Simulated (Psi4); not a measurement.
MoO$_{4}$, charge -2, singlet, at a GFN2-xTB geometry (such geometries of metal compounds can be far from the true shape) (core potentials on Mo) (a gas-phase anion, which may not be bound at this level); B3LYP/def2-SVP run with Psi4.

Input for Psi4:
```
memory 2 GB

molecule {
-2 1
  Mo    0.00000000   -0.00000000   -0.00000000
  O     1.40177899   -0.31248028   -0.94295250
  O     0.45903861    0.28826106    1.63033027
  O    -0.81062763    1.38227114   -0.61967493
  O    -1.05018997   -1.35805193   -0.06770284
}

set basis def2-svp

energy('b3lyp')
print_variables()
```

The log (banner, timings and long lists left out):

```
   => Loading Basis Set <=

    Name: DEF2-SVP
    Role: ORBITAL
    Keyword: BASIS

    !!!  WARNING: ECP capability is in beta. Please check occupations closely.  !!!

         ---------------------------------------------------------
                                   SCF
               by Justin Turney, Rob Parrish, Andy Simmonett
                          and Daniel G. A. Smith
                              RKS Reference
         ---------------------------------------------------------

  ==> Geometry <==

    Molecular point group: c1
    Full point group: Td

    Geometry (in Angstrom), charge = -2, multiplicity = 1:

       Center              X                  Y                   Z               Mass
    ------------   -----------------  -----------------  -----------------  -----------------
         MO          -0.000000000000     0.000000000988     0.000000000000    97.905404820000
         O            1.401778990000    -0.312480279012    -0.942952500000    15.994914619570
         O            0.459038610000     0.288261060988     1.630330270000    15.994914619570
         O           -0.810627630000     1.382271140988    -0.619674930000    15.994914619570
         O           -1.050189970000    -1.358051929012    -0.067702840000    15.994914619570

  Running in c1 symmetry.

  Rotational constants: A =      0.13389  B =      0.13389  C =      0.13389 [cm^-1]
  Rotational constants: A =   4014.03750  B =   4014.03750  C =   4014.03749 [MHz]
  Nuclear repulsion =  210.414320013567817

  Charge       = -2
  Multiplicity = 1
  Electrons    = 48
  Nalpha       = 24
  Nbeta        = 24

  ==> Algorithm <==

  SCF Algorithm Type is DF.
  DIIS enabled.
  MOM disabled.
  Fractional occupation disabled.
  Guess Type is SAD.
  Energy threshold   = 1.00e-06
  Density threshold  = 1.00e-06
  Integral threshold = 1.00e-12

  ==> Primary Basis <==

  Basis Set: DEF2-SVP
    Blend: DEF2-SVP
    Number of shells: 35
    Number of basis functions: 87
    Number of Cartesian functions: 96
    Spherical Harmonics?: true
    Max angular momentum: 3

  Core potential: DEF2-SVP
    Number of shells: 4
    Number of ECP primitives: 14
    Number of ECP core electrons: 28
    Max angular momentum: 3

  ==> DFT Potential <==

   => LibXC <=

    Version 7.1.2
    S. Lehtola, C. Steigemann, M. J. T. Oliveira, and M. A. L. Marques,  SoftwareX 7, 1–5 (2018) (10.1016/j.softx.2017.11.002)

   => Composite Functional: B3LYP <=

    B3LYP Hyb-GGA Exchange-Correlation Functional

    P. J. Stephens, F. J. Devlin, C. F. Chabalowski, and M. J. Frisch,  J. Phys. Chem. 98, 11623 (1994) (10.1021/j100096a001)

    Deriv               =              1
    GGA                 =           TRUE
    Meta                =          FALSE

    Exchange Hybrid     =           TRUE
    MP2 Hybrid          =          FALSE

   => Exchange Functionals <=

    0.0800   Slater exchange
    0.7200         Becke 88

   => Exact (HF) Exchange <=

    0.2000               HF

   => Correlation Functionals <=

    0.1900   Vosko, Wilk & Nusair (VWN5_RPA)
    0.8100   Lee, Yang & Parr

   => LibXC Density Thresholds  <==

    XC_HYB_GGA_XC_B3LYP:  1.00E-15

   => Molecular Quadrature <=

    Radial Scheme          =       TREUTLER
    Pruning Scheme         =           NONE
    Nuclear Scheme         =       TREUTLER

    Blocking Scheme        =         OCTREE
    BS radius alpha        =              1
    Pruning alpha          =              1
    Radial Points          =             75
    Spherical Points       =            302
    Total Points           =         109240
    Total Blocks           =            887
    Max Points             =            256
    Max Functions          =             85
    Weights Tolerance      =       1.00E-15

   => Loading Basis Set <=

    Name: (DEF2-SVP AUX)
    Role: JKFIT
    Keyword: DF_BASIS_SCF

  ==> Integral Setup <==

  SCF_SUBTYPE=INCORE selected. In-core MEM_DF algorithm will be used.
  Using in-core AOs.

  ==> MemDFJK: Density-Fitted J/K Matrices <==

    J tasked:                   Yes
    K tasked:                   Yes
    wK tasked:                   No
    Algorithm:                 Core
    Schwarz Cutoff:           1E-12
    Mask sparsity (%):       0.2114
    Fitting Condition:        1E-10

   => Auxiliary Basis Set <=

  Basis Set: (DEF2-SVP AUX)
    Blend: DEF2-UNIVERSAL-JKFIT
    Number of shells: 149
    Number of basis functions: 563
    Number of Cartesian functions: 756
    Spherical Harmonics?: true
    Max angular momentum: 6

  Minimum eigenvalue in the overlap matrix is 1.3609189794E-02.
  Reciprocal condition number of the overlap matrix is 3.3606485942E-03.
    Using symmetric orthogonalization.

  ==> Pre-Iterations <==

  SCF Guess: Superposition of Atomic Densities via on-the-fly atomic UHF (no occupation information).

   -------------------------
    Irrep   Nso     Nmo
   -------------------------
     A         87      87
   -------------------------
    Total      87      87
   -------------------------

  ==> Iterations <==

                           Total Energy        Delta E     RMS |[F,P]|

   @DF-RKS iter SAD:  -367.81795188816079   -3.67818e+02   0.00000e+00
   @DF-RKS iter   1:  -367.73619513272337    8.17568e-02   2.05010e-02 ADIIS/DIIS
   @DF-RKS iter   2:  -358.70153170883350    9.03466e+00   4.91190e-02 ADIIS/DIIS
   @DF-RKS iter   3:  -368.78264856049225   -1.00811e+01   8.16407e-03 ADIIS/DIIS
   @DF-RKS iter   4:  -368.66304043436628    1.19608e-01   1.00597e-02 ADIIS/DIIS
   @DF-RKS iter   5:  -368.97129520396538   -3.08255e-01   8.02641e-04 ADIIS/DIIS
   @DF-RKS iter   6:  -368.96896861924859    2.32658e-03   1.21351e-03 ADIIS/DIIS
   @DF-RKS iter   7:  -368.97335672614383   -4.38811e-03   1.04160e-04 ADIIS/DIIS
   @DF-RKS iter   8:  -368.97338863127953   -3.19051e-05   3.55450e-05 DIIS
   @DF-RKS iter   9:  -368.97339217430903   -3.54303e-06   1.54044e-05 DIIS
   @DF-RKS iter  10:  -368.97339284819611   -6.73887e-07   4.00430e-06 DIIS
   @DF-RKS iter  11:  -368.97339289924588   -5.10498e-08   7.19320e-07 DIIS
  Energy and wave function converged.

  ==> Post-Iterations <==

   Electrons on quadrature grid:
      Ntotal   =   47.9999040177 ; deviation = -9.598e-05

    Orbital Energies [Eh]
    ---------------------

    Doubly Occupied:

       1A    -18.683682     2A    -18.683676     3A    -18.683669
       4A    -18.683665     5A     -2.216670     6A     -1.223296
       7A     -1.223296     8A     -1.223295     9A     -0.461618
      10A     -0.441727    11A     -0.441725    12A     -0.441722
      13A      0.014814    14A      0.014816    15A      0.014818
      16A      0.020783    17A      0.020786    18A      0.088373
      19A      0.119993    20A      0.119995    21A      0.119998
      22A      0.138112    23A      0.138119    24A      0.138126

    Virtual:

      25A      0.330409    26A      0.367181    27A      0.367182
      28A      0.367183    29A      0.420615    30A      0.420616
      31A      0.486003    32A      0.486005    33A      0.486005
      34A      0.605622    35A      0.705248    36A      0.705250
      37A      0.705254    38A      0.759407    39A      0.759415
      40A      0.852070    41A      0.852083    42A      0.852084
      43A      1.357130    44A      1.388430    45A      1.388435
      46A      1.388438    47A      1.421138    48A      1.421148
      49A      1.421151    50A      1.552831    51A      1.552836
      52A      1.552838    53A      1.670503    54A      1.670508
      55A      1.695856    56A      1.741068    57A      1.741068
      58A      1.741068    59A      1.898910    60A      1.898919
      61A      1.898923    62A      1.948149    63A      1.948155
      64A      1.948156    65A      1.985914    66A      2.148278
      67A      3.053534    68A      3.053590    69A      3.053631
      70A      3.058806    71A      3.058863    72A      3.113841
      73A      3.113867    74A      3.113915    75A      3.198023
      76A      3.198036    77A      3.240184    78A      3.240193
      79A      3.240204    80A      3.313982    81A      3.314000
      82A      3.314008    83A      3.320314    84A      3.320319
      85A      3.320323    86A      4.002419    87A     39.413977

    Final Occupation by Irrep:
              A
    DOCC [    24 ]
    NA   [    24 ]
    NB   [    24 ]

  @DF-RKS Final Energy:  -368.97339289924588

   => Energetics <=

    Nuclear Repulsion Energy =            210.4143200135678171
    One-Electron Energy =                -971.0294208903737854
    Two-Electron Energy =                 426.3265362562200380
    DFT Exchange-Correlation Energy =     -34.6848282786599285
    Empirical Dispersion Energy =           0.0000000000000000
    VV10 Nonlocal Energy =                  0.0000000000000000
    Total Energy =                       -368.9733928992458800

Computation Completed

Properties will be evaluated at   0.000000,   0.000000,   0.000000 [a0]

Properties computed using the SCF density matrix

 Multipole Moments:

 ------------------------------------------------------------------------------------
     Multipole            Electronic (a.u.)      Nuclear  (a.u.)        Total (a.u.)
 ------------------------------------------------------------------------------------

 L = 1.  Multiply by 2.5417464519 to convert [e a0] to [Debye]
 Dipole X            :          0.0000386            0.0000000            0.0000386
 Dipole Y            :         -0.0000158           -0.0000001           -0.0000158
 Dipole Z            :         -0.0000446            0.0000000           -0.0000446
 Magnitude           :                                                    0.0000611

 ------------------------------------------------------------------------------------

  Variable Map:
  ----------------------------------------------------------------------------
  "CURRENT ENERGY"              =>    -368.973392899246
  "CURRENT REFERENCE ENERGY"    =>    -368.973392899246
  "DD SOLVATION ENERGY"         =>       0.000000000000
  "DFT FUNCTIONAL TOTAL ENERGY" =>    -368.973392899246
  "DFT TOTAL ENERGY"            =>    -368.973392899246
  "DFT VV10 ENERGY"             =>       0.000000000000
  "DFT XC ENERGY"               =>     -34.684828278660
  "GRID ELECTRONS ALPHA"        =>      23.999952008848
  "GRID ELECTRONS BETA"         =>      23.999952008848
  "GRID ELECTRONS TOTAL"        =>      47.999904017696
  "NUCLEAR REPULSION ENERGY"    =>     210.414320013568
  "ONE-ELECTRON ENERGY"         =>    -971.029420890374
  "PCM POLARIZATION ENERGY"     =>       0.000000000000
  "PE ENERGY"                   =>       0.000000000000
  "SCF ITERATION ENERGY"        =>    -368.973392899246
  "SCF ITERATIONS"              =>      11.000000000000
  "SCF TOTAL ENERGY"            =>    -368.973392899246
  "TWO-ELECTRON ENERGY"         =>     426.326536256220
  "XC GRID RADIAL POINTS"       =>      75.000000000000
  "XC GRID SPHERICAL POINTS"    =>     302.000000000000
  "XC GRID TOTAL POINTS"        =>  109240.000000000000

  Array Variable Map:
  ----------------------------------------------------------------------------
  "CURRENT DIPOLE"              =>       0.000038601043 ... -0.000044575598 1 by 3
  "SCF DIPOLE"                  =>       0.000038601043 ... -0.000044575598 1 by 3
  "SCF TOTAL ENERGIES"          =>    -367.817951888161 ... -368.973392899246 1 by 12
```
